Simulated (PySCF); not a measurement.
## Electron correlation in Ne²⁺ (neon, charge +2)

[He] 2s2 2p3 3d1, high-spin 5D determinant (an excited configuration). Computed with PySCF 2.14 in aug-cc-pCVTZ-DK with one added diffuse shell each of s, p, d, f type (8s7p5d3f, 75 functions), with scalar relativity by spin-free X2C-1e. Frozen: nothing; 8 electrons correlated.

```json
{"level": "CCSD", "correlation energy (mhartree)": "-183.44"}
{"level": "(T)", "correlation energy (mhartree)": "-1.45"}
{"level": "CCSD(T)", "correlation energy (mhartree)": "-184.89"}
```

Diagnostics: T1 = 0.0040, D1 = 0.0149, largest double amplitude 0.030.

Q: Is a single reference adequate?

A: Yes: T1 lies below 0.03 and no double amplitude reaches 0.07.
